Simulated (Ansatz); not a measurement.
`[NH2][GeH2][NH2]` + H–F → `[NH2][GeH2][F]` + NH₃ at 500 K and 1 bar (ligand exchange at a Ge–N bond).

Calculated with Ansatz (gas phase, PBE0-D4/def2-TZVP geometries, no zero-point term in ΔE). CCSD(T)/CBS is the MP2 limit (def2-TZVPP, def2-QZVPP) plus CCSD(T) − MP2 in def2-TZVPP, frozen cores. This one scheme is used for every species. For Ge outer-core shells are correlated without core-valence functions, which leaves a few kJ/mol of doubt a bond. Scalar relativity is left out up to krypton. One conformer a species, not always the lowest.

| species | CCSD(T)/CBS energy (Eh) | H − E (kJ/mol) | S (J/(mol·K)) |
| --- | --- | --- | --- |
| `[NH2][GeH2][NH2]` | -2189.15013 | 216.5 | 356.4 |
| H–F | -100.39570 | 39.4 | 188.7 |
| `[NH2][GeH2][F]` | -2233.06137 | 149.2 | 340.4 |
| NH₃ | -56.50880 | 108.2 | 211.8 |

H − E and S are ideal-gas, rigid-rotor, harmonic terms from PBE0-D4/def2-TZVP, for one conformer and one mirror image of each species. 1 Eh = 2625.50 kJ/mol, R = 8.31446 J/(mol·K).

By hand: ΔE, ΔH, ΔS and ΔG.

ΔE = (-2233.06137) + (-56.50880) − (-2189.15013) − (-100.39570) = -0.02434 Eh = -63.9 kJ/mol. Δ(H − E) = 149.2 + 108.2 − 216.5 − 39.4 = 1.5, so ΔH = -62.4 kJ/mol. ΔS = 340.4 + 211.8 − 356.4 − 188.7 = 7.1 J/(mol·K). ΔG = -62.4 − 500 × (7.1)/1000 = -66.0 kJ/mol.

By hand: the equilibrium constant, and the temperature at which ΔG would vanish if ΔH and ΔS stayed fixed.

log₁₀ K = −ΔG/(RT ln 10) = 6.9. ΔH and −TΔS have one sign here, so there is no such temperature.

The number of gas molecules stays the same, so ΔS is small and ΔH decides. A doubt of 5 kJ/mol in ΔE shifts log₁₀ K by 0.5 here. Other conformers and mirror images would add mixing entropy, several J/(mol·K) or more a flexible species. These are equilibria of isolated gas molecules and say nothing of rates. Largest T1 diagnostic: 0.011 (customary marks: 0.02 for closed shells, 0.045 for open ones).

ΔS is within the doubt of such terms, so its sign, and with it that verdict, could turn.
